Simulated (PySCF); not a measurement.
The 18-electron isoelectronic series, spin-free X2C

Calculated with PySCF 2.14 from differences of total energies of unrestricted determinants, without spin-orbit coupling. Each ion has its own even-tempered basis scaled to its charge (18s12p5d4f for the first); frozen: 1s2. Ionisation energies in eV.

```csv
ion,configuration,UHF,MP2 (outer shells),CCSD (outer shells),CCSD(T) (outer shells),LDA,PBE,PBE0,"NIST (with spin-orbit, Breit and QED)"
Sr²⁰⁺,[Ar] (1S),936.48,937.46,937.32,937.32,937.92,937.83,937.99,932 ± 3 (s)
Zr²²⁺,[Ar] (1S),1097.5,1098.4,1098.2,1098.2,1098.9,1098.8,1099.0,1092 ± 3 (s)
Nb²³⁺,[Ar] (1S),1182.7,1183.6,1183.5,1183.5,1184.1,1184.0,1184.2,1176 ± 4 (s)
Mo²⁴⁺,[Ar] (1S),1271.0,1272.0,1271.9,1271.9,1272.4,1272.4,1272.6,1263 ± 4 (s)
Tc²⁵⁺,[Ar] (1S),1362.6,1363.6,1363.4,1363.4,1364.0,1364.0,1364.1,1354 ± 4 (s)
Ru²⁶⁺,[Ar] (1S),1457.3,1458.3,1458.2,1458.2,1458.7,1458.7,1458.9,1447 ± 4 (s)
Rh²⁷⁺,[Ar] (1S),1555.2,1556.2,1556.1,1556.1,1556.6,1556.6,1556.8,1544 ± 5 (s)
Pd²⁸⁺,[Ar] (1S),1656.4,1657.3,1657.2,1657.2,1657.7,1657.7,1657.9,1644 ± 5 (s)
Ag²⁹⁺,[Ar] (1S),1760.7,1761.6,1761.5,1761.5,1762.0,1762.1,1762.3,1747 ± 5 (s)
Cd³⁰⁺,[Ar] (1S),1868.2,1869.2,1869.1,1869.1,1869.5,1869.6,1869.8,1852 ± 5 (s)
```

Each ion has its own basis, which adds noise of up to about 0.1 % along the series.

NIST values marked (s) are semi-empirical, (t) theoretical. Open shells are high-spin determinants of the terms that Hund's rules give.

Spin-orbit coupling of the open shells is absent from the calculated values and included in NIST's; it grows fast with Z.
